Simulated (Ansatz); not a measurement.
Coupled-cluster diagnostics for the cluster AgF2⁻ (the lowest singlet isomer of a short search), Ansatz.

Geometry of the singlet (r2SCAN-D4/def2-TZVPD):

```csv
atom,x (Å),y (Å),z (Å)
Ag1,0.000,0.000,0.000
F2,0.944,1.482,-0.972
F3,-0.944,-1.482,0.972
```

In the def2 sets Ag takes a core potential; there is no spin–orbit coupling. Correlated methods freeze 2 core orbitals; core or outer-core shells of Ag are correlated, in sets that lack core-valence functions. In CCSD on the charge -1 quintet the largest single amplitude is 0.38, so its Hartree–Fock determinant may place the open shell otherwise than the density functionals do. The structure comes from a short search, and lower isomers may exist.

Geometry of the charge -1 triplet (r2SCAN-D4/def2-TZVPD):

```
atom    x (Å)    y (Å)    z (Å)
 Ag1   0.3206  -0.6548  -0.5720
  F2   0.8602   1.2799  -0.2323
  F3  -1.1808  -0.6251   0.8043
```

Geometry of the charge -1 quintet (r2SCAN-D4/def2-TZVPD):

```xyz
3

Ag    0.000    0.000    0.000
F    -0.858    1.872   -0.359
F     0.858   -1.872    0.359
```

Question: Estimate the CCSD(T) correlation energy, the shares of MP2 and (T), T1 and the reference's ⟨S²⟩ for: charge -1, singlet, own geometry in def2-TZVPPD; charge -1, triplet, own geometry in def2-TZVPPD; charge -1, quintet, own geometry in def2-TZVPPD; charge 0, doublet, vertical in def2-TZVPPD; and the rough time on 4 threads of Arm Neoverse V2 on a shared host.

Answer: 
| state | basis | correlation (eV) | MP2 share (%) | (T) share (%) | T1 | ⟨S²⟩ (pure) | wall time | remarks |
| --- | --- | --- | --- | --- | --- | --- | --- | --- |
| charge -1, singlet, own geometry | def2-TZVPPD | -33.318 | 100.3 | 3.2 | 0.020 | 0.00 (0.00) | 4.8 s | – |
| charge -1, triplet, own geometry | def2-TZVPPD | -32.607 | 98.4 | 3.3 | 0.032 | 2.01 (2.00) | 22 s | – |
| charge -1, quintet, own geometry | def2-TZVPPD | -30.295 | 96.4 | 3.1 | 0.053 | 6.01 (6.00) | 41 s | HOMO above zero, large T1 (0.053) |
| charge 0, doublet, vertical | def2-TZVPPD | -32.114 | 98.4 | 3.2 | 0.030 | 0.75 (0.75) | 21 s | – |
Customary marks for T1 are 0.02 (closed shells), 0.045 (open shells) and about 0.05 (3d metals). T1 exceeds 0.02 in 4 of 4 rows and 0.045 in 1; the higher it lies, the less the single-reference result can be trusted.
